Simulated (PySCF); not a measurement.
**Question.** Write Cartesian coordinates for `C=CC(=C=CC)CC` as optimised with PBE0-D3(BJ)/def2-SVP.

**Answer.** 
```
atom  x, y, z in Å
C1    -2.3433    1.5612   -0.6170
C2    -1.0692    1.1793   -0.7810
C3    -0.3286    0.2555    0.0872
C4     0.9440    0.0041   -0.1727
C5     2.2023   -0.2506   -0.4288
C6     2.7040   -1.3593   -1.3082
C7    -1.0256   -0.4232    1.2470
C8    -1.8964   -1.5989    0.8139
H9    -2.8102    2.2635   -1.3112
H10   -2.9626    1.1969    0.2067
H11   -0.4991    1.5812   -1.6251
H12    2.9615    0.3974    0.0330
H13    3.3661   -2.0365   -0.7444
H14    1.8753   -1.9499   -1.7220
H15    3.2955   -0.9560   -2.1462
H16   -1.6375    0.3238    1.7799
H17   -0.2663   -0.7685    1.9639
H18   -1.2844   -2.3792    0.3368
H19   -2.4093   -2.0500    1.6772
H20   -2.6622   -1.2892    0.0876
```

Any rigid rotation of these coordinates is as good. Atoms count from 1 in this order. Of the pairs four or more bonds apart, H10···H16 is among the closest relative to their van der Waals radii: 2.23 Å, 93 % of the sum of Bondi's values. The 7 C–C bonds span 1.309 Å (C4=C5, drawn double) to 1.526 Å (C7–C8, drawn single), a spread of 0.217 Å.

Bonds between heavy atoms (Å): C1=C2 1.340, C2–C3 1.468, C3=C4 1.323, C4=C5 1.309, C5–C6 1.501, C3–C7 1.514, C7–C8 1.526.

Computed, not measured: PySCF, PBE0-D3(BJ)/def2-SVP geometry optimisation, gas phase.

Point group: C1 (no symmetry element, even within 0.4 Å). Stationary, but not proved a minimum. The numbers are those of one conformer (C1–C2–C3–C4 -178°, C2–C3–C7–C8 78°).

On one thread of an x86-64 server, shared host, this took 76 s. These figures are those of the optimisation.
